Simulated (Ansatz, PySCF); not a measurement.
Gas-phase reaction in SMILES: C/C=[C-]\CCC -> C/C=C\[C-](C)C
Structures are relaxed separately at B3LYP-D3(BJ)/def2-TZVP in Ansatz (an electronic-structure program), one conformer each, not searched for the lowest.

Property: isomerisation energy (enthalpy at 298 K, with B3LYP-D3(BJ) rigid-rotor harmonic-oscillator terms from PySCF), in kcal/mol. Correlated levels leave the core frozen unless marked. No spin-orbit coupling. No relativistic terms. Anions need diffuse functions: aug- sets have them; def2-D sets add few; the other sets have none. CBS marks a two-point X^-3 extrapolation of the correlation energy; Hartree-Fock from the larger set. [CCSD(T)-MP2]/basis is that difference in the basis named.

RI-MP2/CBS(aug-cc-pVTZ,aug-cc-pVQZ)+[CCSD(T)-MP2]/aug-cc-pVTZ (Ansatz) gives -14.3 kcal/mol.

Another calculation gave -18.1 kcal/mol. Which level was it?
A. revPBE/def2-TZVPD (Ansatz)
B. SVWN5/def2-TZVPD (Ansatz)
C. BHLYP/def2-TZVPD (Ansatz)

A, revPBE/def2-TZVPD (Ansatz). The others give -15.5 (BHLYP), -22.0 (SVWN5) kcal/mol.
